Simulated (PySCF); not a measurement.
Steps of a relaxation of [Ce(SH)3]+

[Ce(SH)3]+ (singlet). PySCF 2.14.0, RKS PBE0, Ce lcecp-2-SVP with ECP46, S def2-SVP, H def2-SVP; non-relativistic Hamiltonian with scalar-relativistic core potentials where named; density fitting; no spin-orbit coupling. Origin of the start: displaced along the imaginary mode. Columns: position (Å) and force (eV/Å). Energies are counted from the last step; some of the 19 steps are shown. Forces carry noise of the integration grid, about 0.01 to 0.03 eV/Å.

Run from Python with OMP_NUM_THREADS=2. Where DIIS fails, smearing, a level shift and second-order steps follow.
It took 2.5 min on 2 threads of Arm Neoverse V1, on a shared host, from the converged density of the start.

```xyz
7
step 0  E = 0.384 eV
Ce    0.0000    0.0000   -0.4637     0.00    0.00    0.00
S     2.2751    0.0070    0.6151    -0.12   -0.02    0.59
H     2.0107   -0.2500    1.9444     0.12    0.01   -0.59
S    -1.1436    1.9668    0.6151     0.08   -0.10    0.59
H    -0.7888    1.8663    1.9444    -0.07    0.10   -0.59
S    -1.1315   -1.9738    0.6151     0.04    0.12    0.59
H    -1.2218   -1.6163    1.9444    -0.05   -0.11   -0.59
```

```xyz
7
step 6  E = 0.074 eV
Ce    0.0000    0.0000   -0.3606     0.00    0.00    0.01
S     2.2273    0.3018    0.7608     0.03    0.02    0.09
H     2.1476   -0.6095    1.7643     0.04   -0.03   -0.09
S    -1.3750    1.7780    0.7608    -0.03    0.02    0.10
H    -0.5459    2.1646    1.7643     0.01    0.04   -0.10
S    -0.8523   -2.0798    0.7608     0.00   -0.03    0.09
H    -1.6017   -1.5551    1.7643    -0.04   -0.02   -0.09
```

```xyz
7
step 12  E = 0.003 eV
Ce    0.0000    0.0000   -0.1206     0.00    0.00    0.06
S     2.2743    0.3837    0.8824    -0.01   -0.02    0.00
H     2.4507   -0.7786    1.5627     0.00    0.02   -0.02
S    -1.4694    1.7777    0.8824     0.02    0.00    0.00
H    -0.5511    2.5117    1.5627    -0.01   -0.01   -0.02
S    -0.8048   -2.1614    0.8824    -0.02    0.01    0.00
H    -1.8997   -1.7331    1.5627     0.02   -0.01   -0.02
```

Where does the relaxation end?

It converges at step 18 in C3:
```xyz
7
step 18  E = 0
Ce    0.0000    0.0000   -0.0246
S     2.2992    0.3914    0.9128
H     2.5375   -0.8093    1.5003
S    -1.4886    1.7955    0.9128
H    -0.5679    2.6022    1.5003
S    -0.8106   -2.1869    0.9128
H    -1.9696   -1.7929    1.5003
```

How did the contacts change?


| contact | start (Å) | end (Å) |
| --- | --- | --- |
| Ce1–S2 (SH) | 2.518 | 2.514 |
| Ce1–S4 (SH) | 2.518 | 2.514 |
| Ce1–S6 (SH) | 2.518 | 2.514 |
